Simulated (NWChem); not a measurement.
System: BSiH₄O₂F; SMILES F[SiH2]B(O)O

Here is an NWChem input.

```
start job
memory heap 200 mb stack 900 mb global 1100 mb
geometry units angstroms noautosym nocenter noautoz
  Si    -0.639501     0.946518     0.000000
  F      0.813211     1.763422     0.000000
  B      0.034402    -0.981113     0.000000
  O     -0.672329    -2.151964     0.000000
  O      1.397526    -1.082336     0.000000
  H     -1.415401     1.385923    -1.214764
  H     -1.415401     1.385923     1.214764
  H     -1.634151    -2.018867     0.000000
  H      1.805629    -0.193865     0.000000
end
basis spherical
  * library def2-svp
end
dft
  xc b3lyp
  iterations 150
end
property
  efieldgrad
end
task dft property
```

NWChem printed, in part:

```
             Northwest Computational Chemistry Package (NWChem) 7.3.0
             --------------------------------------------------------

                             Geometry "geometry" -> ""
                             -------------------------

 Output coordinates in angstroms (scale by  1.889725989 to convert to a.u.)

  No.       Tag          Charge          X              Y              Z
 ---- ---------------- ---------- -------------- -------------- --------------
    1 Si                  14.0000    -0.63950100     0.94651800     0.00000000
    2 F                    9.0000     0.81321100     1.76342200     0.00000000
    3 B                    5.0000     0.03440200    -0.98111300     0.00000000
    4 O                    8.0000    -0.67232900    -2.15196400     0.00000000
    5 O                    8.0000     1.39752600    -1.08233600     0.00000000
    6 H                    1.0000    -1.41540100     1.38592300    -1.21476400
    7 H                    1.0000    -1.41540100     1.38592300     1.21476400
    8 H                    1.0000    -1.63415100    -2.01886700     0.00000000
    9 H                    1.0000     1.80562900    -0.19386500     0.00000000

 Effective nuclear repulsion energy (a.u.)     216.9538845587

                              NWChem Property Module
                              ----------------------

  itol2e modified to match energy
  convergence criterion.

                                 NWChem DFT Module
                                 -----------------

 Summary of "ao basis" -> "ao basis" (spherical)
 ------------------------------------------------------------------------------
       Tag                 Description            Shells   Functions and Types
 ---------------- ------------------------------  ------  ---------------------
 Si                         def2-svp                 8       18   4s3p1d
 F                          def2-svp                 6       14   3s2p1d
 B                          def2-svp                 6       14   3s2p1d
 O                          def2-svp                 6       14   3s2p1d
 H                          def2-svp                 3        5   2s1p

  itol2e modified to match energy
  convergence criterion.

            General Information
            -------------------
          SCF calculation type: DFT
          Wavefunction type:  closed shell.
          No. of atoms     :     9
          No. of electrons :    48
           Alpha electrons :    24
            Beta electrons :    24
          Charge           :     0
          Spin multiplicity:     1
          Use of symmetry is: off; symmetry adaption is: off
          Maximum number of iterations: 150
          AO basis - number of functions:    94
                     number of shells:    44
          Convergence on energy requested:  1.00D-07
          Convergence on density requested:  1.00D-05
          Convergence on gradient requested:  5.00D-04

              XC Information
              --------------
                         B3LYP Method XC Potential
                     Hartree-Fock (Exact) Exchange  0.200
                        Slater Exchange Functional  0.800 local
                    Becke 1988 Exchange Functional  0.720 non-local
              Lee-Yang-Parr Correlation Functional  0.810
                  VWN I RPA Correlation Functional  0.190 local

             Grid Information
             ----------------
          Grid used for XC integration:  fine
          Radial quadrature: Mura-Knowles
          Angular quadrature: Lebedev.
          Tag              B.-S. Rad. Rad. Pts. Rad. Cut. Ang. Pts.
          ---              ---------- --------- --------- ---------
          Si                  1.10      123          10.0       770
          F                   0.50       70          12.0       590
          B                   0.85       70          10.0       590
          O                   0.60       70          11.0       590
          H                   0.35       60          11.0       590
          Grid pruning is: on
          Number of quadrature shells:   643
          Spatial weights used:  Erf1

      Superposition of Atomic Density Guess
      -------------------------------------

 Sum of atomic energies:        -563.91447414

      Non-variational initial energy
      ------------------------------

 Total energy =    -565.404095
 1-e energy   =   -1211.300467
 2-e energy   =     428.942487
 HOMO         =      -0.326927
 LUMO         =       0.027694

   convergence    iter        energy       DeltaE   RMS-Dens  Diis-err
 ---------------- ----- ----------------- --------- --------- ---------
 d= 0,ls=0.0,diis     1   -566.7754523360 -7.84D+02  1.84D-02  1.09D+00
 d= 0,ls=0.0,diis     2   -566.6561940069  1.19D-01  1.01D-02  2.65D+00
 d= 0,ls=0.0,diis     3   -566.9058346633 -2.50D-01  1.14D-03  2.24D-02
 d= 0,ls=0.0,diis     4   -566.9074158358 -1.58D-03  5.26D-04  4.57D-03
 d= 0,ls=0.0,diis     5   -566.9077417110 -3.26D-04  1.90D-04  1.30D-03
  Resetting Diis
 d= 0,ls=0.0,diis     6   -566.9078637461 -1.22D-04  3.04D-05  5.67D-06
 d= 0,ls=0.0,diis     7   -566.9078644848 -7.39D-07  1.24D-05  4.86D-07
 d= 0,ls=0.0,diis     8   -566.9078644707  1.41D-08  6.07D-06  8.03D-07

         Total DFT energy =     -566.907864470656
      One electron energy =    -1215.066200095217
           Coulomb energy =      485.427187493814
    Exchange-Corr. energy =      -54.222736427918
 Nuclear repulsion energy =      216.953884558665

 Numeric. integr. density =       47.999999995404

                       DFT Final Molecular Orbital Analysis
                       ------------------------------------

 Vector   22  Occ=2.000000D+00  E=-3.455408D-01
              MO Center= -8.9D-01,  1.3D+00,  1.5D-08, r^2= 2.7D+00
   Bfn.  Coefficient  Atom+Function         Bfn.  Coefficient  Atom+Function
  ----- ------------  ---------------      ----- ------------  ---------------
    75      0.314238  6 H  s                 80     -0.314238  7 H  s
    24     -0.282778  2 F  pz                10     -0.260375  1 Si pz
    76      0.218954  6 H  s                 81     -0.218954  7 H  s
    27      0.207736  2 F  pz                 7      0.141036  1 Si pz
    13     -0.110794  1 Si pz                17     -0.085545  1 Si d  1

[...]

          -----------------------
          Electric field gradient
          -----------------------

 1 a.u. = 0.324123 10**(16) esu/cm**3  ( or statvolts/cm**2 ) = 0.97174 10**(22) v/m**2

 ------------------------------------------------------------
   Atom      X         Y         Z
 ------------------------------------------------------------
    1 Si  -1.20848   1.78866   0.00000
 ------------------------------------------------------------

 Electric field gradient in molecular frame (a.u.)
         XX             YY             ZZ             XY             XZ             YZ
 ------------------------------------------------------------------------------------------
       -0.468930       0.260897       0.208032      -0.581302       0.000000       0.000000

 Principal components (a.u.) and orientation
 of principal axis w.r.t. absolute frame                      Asymmetry parameter eta
 --------------------------------------------------------------------------------------
       -0.790364       0.582332       0.208032                       0.473578

        0.875121      -0.483904       0.000000
        0.483904       0.875121      -0.000000
       -0.000000       0.000000       1.000000

 ------------------------------------------------------------
   Atom      X         Y         Z
 ------------------------------------------------------------
    2 F    1.53675   3.33238   0.00000
 ------------------------------------------------------------

 Electric field gradient in molecular frame (a.u.)
         XX             YY             ZZ             XY             XZ             YZ
 ------------------------------------------------------------------------------------------
       -0.910723       0.238974       0.671749      -0.720445       0.000000      -0.000000

 Principal components (a.u.) and orientation
 of principal axis w.r.t. absolute frame                      Asymmetry parameter eta
 --------------------------------------------------------------------------------------
       -1.257553       0.671749       0.585804                       0.068343

        0.901026       0.000000      -0.433764
        0.433764      -0.000001       0.901026
       -0.000000       1.000000       0.000001

 ------------------------------------------------------------
   Atom      X         Y         Z
 ------------------------------------------------------------
    3 B    0.06501  -1.85403   0.00000
 ------------------------------------------------------------

 Electric field gradient in molecular frame (a.u.)
         XX             YY             ZZ             XY             XZ             YZ
 ------------------------------------------------------------------------------------------
        0.141766       0.163723      -0.305489      -0.012770       0.000000      -0.000000

 Principal components (a.u.) and orientation
 of principal axis w.r.t. absolute frame                      Asymmetry parameter eta
 --------------------------------------------------------------------------------------
       -0.305489       0.169585       0.135904                       0.110250

       -0.000000      -0.417184       0.908822
        0.000000       0.908822       0.417184
        1.000000      -0.000000       0.000000

 ------------------------------------------------------------
   Atom      X         Y         Z
 ------------------------------------------------------------
    4 O   -1.27052  -4.06662   0.00000
 ------------------------------------------------------------

 Electric field gradient in molecular frame (a.u.)
         XX             YY             ZZ             XY             XZ             YZ
 ------------------------------------------------------------------------------------------
       -1.265632       0.463226       0.802406      -0.302333       0.000000      -0.000000

 Principal components (a.u.) and orientation
 of principal axis w.r.t. absolute frame                      Asymmetry parameter eta
 --------------------------------------------------------------------------------------
       -1.316978       0.802406       0.514571                       0.218557

        0.985883       0.000000      -0.167433
        0.167433      -0.000000       0.985883
        0.000000       1.000000       0.000000

 ------------------------------------------------------------
   Atom      X         Y         Z
 ------------------------------------------------------------
    5 O    2.64094  -2.04532   0.00000
 ------------------------------------------------------------

 Electric field gradient in molecular frame (a.u.)
         XX             YY             ZZ             XY             XZ             YZ
 ------------------------------------------------------------------------------------------
       -0.308129      -0.381526       0.689655      -0.861578       0.000000      -0.000000

 Principal components (a.u.) and orientation
 of principal axis w.r.t. absolute frame                      Asymmetry parameter eta
 --------------------------------------------------------------------------------------
       -1.207186       0.689655       0.517531                       0.142582

        0.691897       0.000000       0.721996
        0.721996      -0.000000      -0.691897
       -0.000000       1.000000      -0.000000

 ------------------------------------------------------------
   Atom      X         Y         Z
 ------------------------------------------------------------
    6 H   -2.67472   2.61901  -2.29557
 ------------------------------------------------------------

 Electric field gradient in molecular frame (a.u.)
         XX             YY             ZZ             XY             XZ             YZ
 ------------------------------------------------------------------------------------------
        0.010967       0.052500      -0.063467       0.026821      -0.085190       0.047587

 Principal components (a.u.) and orientation
 of principal axis w.r.t. absolute frame                      Asymmetry parameter eta
 --------------------------------------------------------------------------------------
       -0.135059       0.071094       0.063965                       0.052781

        0.521613      -0.401977       0.752552
       -0.279144       0.753099       0.595752
        0.806225       0.520822      -0.280616

 ------------------------------------------------------------
   Atom      X         Y         Z
 ------------------------------------------------------------
    7 H   -2.67472   2.61901   2.29557
 ------------------------------------------------------------

 Electric field gradient in molecular frame (a.u.)
         XX             YY             ZZ             XY             XZ             YZ
 ------------------------------------------------------------------------------------------
        0.010967       0.052500      -0.063467       0.026821       0.085190      -0.047587

 Principal components (a.u.) and orientation
 of principal axis w.r.t. absolute frame                      Asymmetry parameter eta
 --------------------------------------------------------------------------------------
       -0.135059       0.071094       0.063965                       0.052781

       -0.521613      -0.401977       0.752552
        0.279144       0.753099       0.595752
        0.806225      -0.520822       0.280616

 ------------------------------------------------------------
   Atom      X         Y         Z
 ------------------------------------------------------------
    8 H   -3.08810  -3.81511   0.00000
 ------------------------------------------------------------

 Electric field gradient in molecular frame (a.u.)
         XX             YY             ZZ             XY             XZ             YZ
 ------------------------------------------------------------------------------------------
       -0.429924       0.196862       0.233062       0.080024      -0.000000      -0.000000

 Principal components (a.u.) and orientation
 of principal axis w.r.t. absolute frame                      Asymmetry parameter eta
 --------------------------------------------------------------------------------------
       -0.439979       0.233062       0.206918                       0.059421

        0.992197      -0.000000       0.124677
       -0.124677      -0.000000       0.992197
        0.000000       1.000000       0.000000

 ------------------------------------------------------------
   Atom      X         Y         Z
 ------------------------------------------------------------
    9 H    3.41214  -0.36635   0.00000
 ------------------------------------------------------------

 Electric field gradient in molecular frame (a.u.)
         XX             YY             ZZ             XY             XZ             YZ
 ------------------------------------------------------------------------------------------
        0.072506      -0.287762       0.215256      -0.235085       0.000000      -0.000000

 Principal components (a.u.) and orientation
 of principal axis w.r.t. absolute frame                      Asymmetry parameter eta
 --------------------------------------------------------------------------------------
       -0.403792       0.215256       0.188536                       0.066174

        0.442593       0.000000       0.896723
        0.896723      -0.000000      -0.442593
        0.000000       1.000000      -0.000000
```

Level: B3LYP/def2-SVP. Structure relaxed at the PBE-D3(BJ)/def2-SVP level. NWChem prints the field gradient with the sign opposite to the second derivative of the potential.
